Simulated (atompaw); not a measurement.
platinum (Pt): one change to a PAW (atompaw) potential, before and after

* Element: platinum
* Generator: atompaw 4.2.0.5
* Type: PAW
* Functional: PBE
* Relativity: scalar-relativistic
* Frozen core: [Kr] 4d10 4f14 5s2
* Valence charge: 16
* Reference configuration: 5p6 5d9 6s1 6p0
* Partial waves: 6s (bound): rc 1.95 bohr; 6s channel at 0.35 Ry: rc 1.95 bohr; 5p (bound): rc 1.50 bohr; 6p (bound, empty): rc 2.00 bohr; 5d (bound): rc 2.00 bohr; 5d channel at 0.95 Ry: rc 1.40 bohr
* Local potential: troulliermartins scheme with l = 3 at 0.5 Ry, radius 1.60 bohr
* Core correction: smooth core density matched at 1.30 bohr
* Augmentation charge: sinc compensation charge, radius 1.75 bohr; PAW radius 2.00 bohr; waves and projectors: custom polynom2 7 10 vanderbiltortho

All-electron outer shells of the reference configuration (PBE, scalar-relativistic, ld1.x):

```json
{"shell": "5s", "level (eV)": "-101.82", "outermost node (bohr)": "0.49", "outermost maximum (bohr)": "0.87"}
{"shell": "4f", "level (eV)": "-70.08", "outermost node (bohr)": "–", "outermost maximum (bohr)": "0.38"}
{"shell": "5p", "level (eV)": "-56.02", "outermost node (bohr)": "0.53", "outermost maximum (bohr)": "0.98"}
{"shell": "5d", "level (eV)": "-6.14", "outermost node (bohr)": "0.57", "outermost maximum (bohr)": "1.26"}
{"shell": "6s", "level (eV)": "-5.66", "outermost node (bohr)": "1.14", "outermost maximum (bohr)": "2.38"}
{"shell": "6p", "level (eV)": "-0.84", "outermost node (bohr)": "1.36", "outermost maximum (bohr)": "3.69"}
```

Change: local potential ultrasoft scheme with l = 3 at 0.5 Ry, radius 1.60 bohr.

Cutoffs: the cutoffs (Ry, on a coarse ladder) from which the occupation-weighted sum of valence levels, in a spherical-Bessel basis at the reference potential, stays within 10 and 1 mRy of its value at 400 Ry; they do not see the model core or the augmentation charge, which bear on the density cutoff.

Q: What does the change do?

A: The potential gets neither clearly harder nor softer (40 Ry and 200 Ry → 40 Ry and 200 Ry); both files keep a bound ghost (s); the range in which the d phases agree widens (upper end -0.0 → 4.0).

```tsv
quantity	base	changed
cutoff, loose	40 Ry	40 Ry
cutoff, tight	200 Ry	200 Ry
loose cutoff by channel (10 mRy a level)	s 12 Ry, p 25 Ry, d 21 Ry	s 12 Ry, p 25 Ry, d 18 Ry
bound ghosts	s	s
s: phases at 2.01 bohr within 0.05 rad from the reference energy up to (Ry; the scan ends near 5)	to the end of the scan	to the end of the scan
p: phases at 2.01 bohr within 0.05 rad from the reference energy up to (Ry; the scan ends near 5)	1.5	2.0
d: phases at 2.01 bohr within 0.05 rad from the reference energy up to (Ry; the scan ends near 5)	-0.0	4.0
lowest overlap eigenvalue by channel	s 0.28, p 0.72, d 0.23	s 0.61, p 0.72, d 0.25
```

 A true bound ghost makes a file unfit for plane-wave use even where its test errors are small: the radial tests pick states by their node count and pass the ghost by. The cutoffs see the waves, projectors and local potential, not the compensation charge or the core.
